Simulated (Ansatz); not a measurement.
Job for Ansatz (an electronic-structure program): R-CCSD(T)/aug-cc-pV(T+d)Z on CH3NS (a complex), monomers drawn apart or pushed together. Files ending in .json are basis or fitting sets from the Basis Set Exchange.

Ansatz 0.2 input:
```yaml
crystal:
  periodic: [false, false, false]
  atoms:
    - {symbol: S, position_ang: [0.21904765, 0.02306503, -0.80221055]}
    - {symbol: H, position_ang: [0.31103920, -0.04992053, 0.53737774]}
    - {symbol: H, position_ang: [-0.01054650, -1.29399874, -0.92292390]}
    - {symbol: C, position_ang: [0.64927091, -0.13710911, 4.99447971]}
    - {symbol: N, position_ang: [0.54805187, -0.19177952, 3.85506082]}
    - {symbol: H, position_ang: [0.74322554, -0.08650594, 6.05616750]}
basis:
  gaussian:
    orbitals: aug-cc-pV_T+d_Z.json
magnetization: {spin_polarized: false}
correlation: {method: ccsd_t, electrons: outside_noble_gas}
scf: {lower_state_search: off}
```

The head of its log:

```
WARN ansatz: RAYON_NUM_THREADS=2 ignored (pool sized by the plan → 2); use --threads N
Functional definition: HF
these checks for a lower state are left out or cut short: stability, starts, cluster_reference, orbital_swaps, neighbouring_geometries, increment
integrals: 1.00 GiB planned
1242 factors; integrals over basis functions are off by at most 1.4e-3 eV
mean field: 0.57 GiB planned
mean field evaluation 1: about -13375.3805 eV, gradient 3.1e1 eV
mean field evaluation 2: about -13375.3862 eV, gradient 3.1e1 eV
mean field evaluation 4: about -13377.8015 eV, gradient 3.9e0 eV
mean field evaluation 8: about -13377.8670 eV, gradient 3.4e-4 eV
mean field -13377.86698137 eV, -491.6275437215 hartree, gradient 8.1e-6 eV, S^2 0.000000; 0 other end points of the search recorded, 0 dependent functions left out
7 core orbitals not correlated
reference -13377.86698137 eV, -491.6275437215 hartree; 9, 9 occupied and 200, 200 virtual orbitals, 1242 factors
```

**Question.** Give the final energy of this run.

**Answer.** -492.2264 hartree (reference determinant -491.6275, T1 diagnostic 0.012).
